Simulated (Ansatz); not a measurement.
`C[O][Cu-][OH2+]`. Total charge 0; spin multiplicity 1.

Cartesian coordinates in Å:
```
C -0.258 -0.777 -1.789
O -0.798 0.130 -0.890
Cu -0.073 0.441 0.704
O 0.613 0.874 2.464
H -0.874 -0.796 -2.701
H 0.768 -0.526 -2.111
H -0.226 -1.813 -1.411
H 0.853 1.801 2.561
H -0.004 0.666 3.174
```

List the harmonic frequencies (cm⁻¹, unscaled) at PBE0-D4/def2-TZVP in Ansatz. (Best estimate.)

Ansatz gave: 73, 101, 102, 158, 230, 375, 451, 588, 595, 1140, 1167, 1195, 1473, 1483, 1493, 1623, 2926, 2956, 2987, 3806, 3898.

Is this a minimum?

Yes, all 21 modes are real.

Give the ideal-gas thermochemistry at 298.15 K and 1 bar (rigid rotor, harmonic oscillator; point group Cs, symmetry number 1).

Zero-point energy 172.4 kJ/mol; H(298) − E = 193.8 kJ/mol; entropy 349.1 J/(mol·K), of which translation 167.8, rotation 104.5, vibration 76.8; G(298) − E = 89.8 kJ/mol. Modes under 100 cm⁻¹ are hindered rotations or soft bends, so the harmonic entropy is rough.
